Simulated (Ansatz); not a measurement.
`C[O][Cd][OH]` at its PBE0-D4/def2-TZVP geometry, where that method's forces vanish. Total charge 0; spin multiplicity 1. Cd: def2 effective core potential.

| atom | x (Å) | y (Å) | z (Å) |
| --- | --- | --- | --- |
| C1 | -0.498 | 0.455 | -1.493 |
| O2 | -0.428 | -0.693 | -0.693 |
| Cd3 | 0.197 | -0.631 | 1.162 |
| O4 | 0.679 | -0.698 | 3.059 |
| H5 | 0.481 | 0.930 | -1.656 |
| H6 | -1.178 | 1.222 | -1.095 |
| H7 | -0.882 | 0.162 | -2.477 |
| H8 | 1.628 | -0.748 | 3.192 |

(1) For each bond, give half the difference of the two atoms' forces along it (eV/Å; positive pushes the atoms apart) under PBE-D4, r2SCAN-D4, B3LYP-D4, ωB97M-V in def2-TZVPP. (An estimate is asked.)

## Answers

(1) Computed: 
```json
{"bond": "C1–O2", "length (Å)": "1.400", "PBE-D4": "0.39", "r2SCAN-D4": "0.34", "B3LYP-D4": "0.33", "ωB97M-V": "0.30"}
{"bond": "C1–H5", "length (Å)": "1.100", "PBE-D4": "0.03", "r2SCAN-D4": "-0.08", "B3LYP-D4": "-0.10", "ωB97M-V": "-0.10"}
{"bond": "C1–H6", "length (Å)": "1.100", "PBE-D4": "0.03", "r2SCAN-D4": "-0.08", "B3LYP-D4": "-0.10", "ωB97M-V": "-0.10"}
{"bond": "C1–H7", "length (Å)": "1.097", "PBE-D4": "0.13", "r2SCAN-D4": "-0.03", "B3LYP-D4": "-0.11", "ωB97M-V": "-0.15"}
{"bond": "O2–Cd3", "length (Å)": "1.959", "PBE-D4": "0.02", "r2SCAN-D4": "-0.07", "B3LYP-D4": "-0.01", "ωB97M-V": "-0.12"}
{"bond": "Cd3–O4", "length (Å)": "1.958", "PBE-D4": "0.05", "r2SCAN-D4": "-0.02", "B3LYP-D4": "0.10", "ωB97M-V": "0.02"}
{"bond": "O4–H8", "length (Å)": "0.960", "PBE-D4": "0.49", "r2SCAN-D4": "0.11", "B3LYP-D4": "0.02", "ωB97M-V": "-0.07"}
```

B3LYP here is the variant with VWN-RPA as its local correlation; programs differ in this.
